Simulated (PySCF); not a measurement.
# UHF on Zr (zirconium, neutral)

Configuration: [Kr] 4d1 5s2 6s1, high-spin 3D determinant (an excited configuration). Calculation: PySCF 2.14, in dyall-av2z; no relativity, point nucleus.

| Item | Value |
| --- | --- |
| Total energy | -3538.782248 hartree |
| One-electron energy | -4882.5289 hartree |
| Hartree (Coulomb) energy | 1454.0781 hartree |
| Exchange energy | -110.3314 hartree |
| Kinetic energy | 3538.76085 hartree |
| ⟨S²⟩ | 2.0173 |
| ⟨L²⟩ | 6.318 |
| Sum of ⟨r⟩ | 39.16 bohr |
| Sum of ⟨r²⟩ | 165.5 bohr² |
| Traceless quadrupole moment −½Σ⟨3z² − r²⟩ along its main axis | 0.555 e·bohr² |
| Density at the nucleus (Gaussians lack the cusp) | 44300 bohr⁻³ |
| Spin density at the nucleus | 0.873 bohr⁻³ |
| Langevin diamagnetic susceptibility | -131 ×10⁻⁶ cm³/mol |

| shell | electrons | mean orbital energy (eV) | spread (eV) | rms radius, mean of both spins (bohr) |
| --- | --- | --- | --- | --- |
| 1s β | 1 | -17713.8 | 0 | 0.0441 |
| 1s α | 1 | -17713.8 | 0 | 0.0441 |
| 2s α | 1 | -2494.1 | 0 | 0.181 |
| 2s β | 1 | -2493.9 | 0 | 0.181 |
| 2p α | 3 | -2279.0 | 0.050 | 0.159 |
| 2p β | 3 | -2278.9 | 0.148 | 0.159 |
| 3s α | 1 | -444.32 | 0 | 0.499 |
| 3s β | 1 | -444.22 | 0 | 0.499 |
| 3p α | 3 | -361.70 | 0.153 | 0.501 |
| 3p β | 3 | -361.59 | 0.338 | 0.501 |
| 3d α | 5 | -211.96 | 0.801 | 0.494 |
| 3d β | 5 | -211.70 | 0.409 | 0.494 |
| 4s α | 1 | -73.398 | 0 | 1.31 |
| 4s β | 1 | -72.220 | 0 | 1.31 |
| 4p α | 3 | -47.828 | 0.804 | 1.46 |
| 4p β | 3 | -46.265 | 1.468 | 1.46 |
| 4d α | 1 | -14.841 | 0 | 2.11 |
| 5s α | 1 | -9.793 | 0 | 3.70 |
| 5s β | 1 | -9.261 | 0 | 3.70 |
| 6s α | 1 | -2.135 | 0 | 10.6 |

A non-relativistic calculation at this Z misses sizeable relativistic shifts. The outer electron is Rydberg-like, and this basis confines it to a smaller radius and binds it less than a complete one would.

Spin-orbit constants ζ (cm⁻¹) from the X2C one-electron operator on these orbitals (non-relativistic here): bare nucleus, nucleus screened by l(l+1)(2l+1)/3 electrons, and screened by the Breit-Pauli mean field of the electrons.

```
shell    bare  screened nucleus  mean field
   2p  426600            405300      394900
   3p   67540             64160       62160
   3d   10350              7761        7372
   4p    8164              7756        7482
   4d   655.0             491.2       447.0
```

To first order the Landé constant is A = 223.5 cm⁻¹, so the lowest level has J = 1 and lies 0.0831 eV below the centre of the term. This holds in LS coupling only.
